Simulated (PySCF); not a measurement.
**Radial density of Li⁺ (lithium, charge +1)**

UHF, 1s2, closed-shell 1S. Calculation: PySCF 2.14, in aug-cc-pVQZ-DK; scalar relativity by spin-free X2C-1e.

```json
{"r (bohr)": "0.00938", "4πr²ρ (e/bohr)": "0.01445"}
{"r (bohr)": "0.0158", "4πr²ρ (e/bohr)": "0.03912"}
{"r (bohr)": "0.0265", "4πr²ρ (e/bohr)": "0.1036"}
{"r (bohr)": "0.0446", "4πr²ρ (e/bohr)": "0.2627"}
{"r (bohr)": "0.0751", "4πr²ρ (e/bohr)": "0.6205"}
{"r (bohr)": "0.126", "4πr²ρ (e/bohr)": "1.299"}
{"r (bohr)": "0.212", "4πr²ρ (e/bohr)": "2.238"}
{"r (bohr)": "0.357", "4πr²ρ (e/bohr)": "2.814"}
{"r (bohr)": "0.601", "4πr²ρ (e/bohr)": "2.142"}
{"r (bohr)": "1.01", "4πr²ρ (e/bohr)": "0.7299"}
{"r (bohr)": "1.70", "4πr²ρ (e/bohr)": "0.06636"}
{"r (bohr)": "2.86", "4πr²ρ (e/bohr)": "0.0006393"}
```

Densities and radii are taken from the X2C orbitals without a picture-change correction, which distorts them close to the nucleus.
